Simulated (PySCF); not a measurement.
# Assigning NMR signals

Geometry:
| atom | x (Å) | y (Å) | z (Å) |
| --- | --- | --- | --- |
| C1 | 2.753 | -0.079 | 0.462 |
| O2 | 2.036 | -1.249 | 0.140 |
| C3 | 0.691 | -1.170 | 0.105 |
| C4 | -0.082 | -0.105 | 0.295 |
| C5 | -1.565 | -0.177 | 0.240 |
| C6 | -2.188 | 0.958 | -0.551 |
| Cl7 | -2.200 | -0.093 | 1.943 |
| H8 | 3.804 | -0.362 | 0.472 |
| H9 | 2.466 | 0.300 | 1.448 |
| H10 | 2.591 | 0.702 | -0.287 |
| H11 | 0.272 | -2.140 | -0.128 |
| H12 | 0.327 | 0.862 | 0.541 |
| H13 | -1.898 | -1.147 | -0.134 |
| H14 | -3.272 | 0.895 | -0.521 |
| H15 | -1.884 | 1.919 | -0.142 |
| H16 | -1.860 | 0.896 | -1.587 |

PySCF calculation with geometry: GFN2-xTB and σ from GIAO-PBE0/pcSseg-1; non-relativistic Hamiltonian, no solvent, rapidly exchanging positions averaged, one computed conformer.

Chemical shifts δ = σref − σ; ¹³C (186.93 ppm), ¹H (31.72 ppm) against TMS, all at this level.

(1) Assign these signals to the numbered atoms. ¹³C{¹H} NMR (computed): δ 158.0 (CH), 110.9 (CH), 63.2 (CH), 56.1 (CH3), 30.1 (CH3).

(2) Assign these signals to the numbered atoms. ¹H NMR (300 MHz, computed): δ 6.83 (d, 1H), 4.65 (m, 1H), 4.37 (m, 1H), 3.70 (s, 3H), 1.59 (d, 3H).

Answers

(1) 
| δ (ppm) | atoms | environment | reason |
| --- | --- | --- | --- |
| 158.0 | C3 | alkene carbon bearing oxygen | an sp2 carbon further deshielded by the attached heteroatom |
| 110.9 | C4 | β carbon of an enol-ether or enamine type C=C | the O or N lone pair pushes π density onto this β carbon and shields it |
| 63.2 | C5 | allylic sp3 CH bonded to Cl | deshielded by the electronegative neighbour |
| 56.1 | C1 | methyl carbon bonded to O | pulled downfield by the heteroatom |
| 30.1 | C6 | methyl carbon | aliphatic region, no heteroatom directly attached |

(2) 
| δ (ppm) | atoms | environment | reason |
| --- | --- | --- | --- |
| 6.83 | H11 | hydrogen on an alkene carbon bearing oxygen | attached to an sp2 carbon and in the plane of the double bond |
| 4.65 | H12 | hydrogen on a β carbon of an enol-ether or enamine type C=C | lone-pair donation from O or N shields it, upfield of ordinary alkene protons |
| 4.37 | H13 | hydrogen on an allylic sp3 CH bonded to Cl | its carbon carries Cl, which withdraws density |
| 3.70 | H8/H9/H10 | hydrogen on a methyl carbon bonded to O | its carbon carries O, hence the downfield position |
| 1.59 | H14/H15/H16 | hydrogen on a methyl carbon | – |

Carbons that carry Cl, above all several Cl atoms, come out too deshielded, partly because spin–orbit coupling is missing. Shifts are as computed. Against solution values, carbons near 30 ppm lie about +3 ppm off and those near 130 ppm about +5 ppm; carbons on Cl a further +6 ppm. Of 1211 compounds with measured shifts, 218 miss one by over three times the rms of a fit or turn the order of signals round; such compounds aren't used in these exercises. No couplings were computed; multiplicities are counted from neighbouring protons, with m where these are inequivalent, close in shift, in a saturated or five-membered ring or joined by F or P, and br s for small geminal =CH2 splittings.
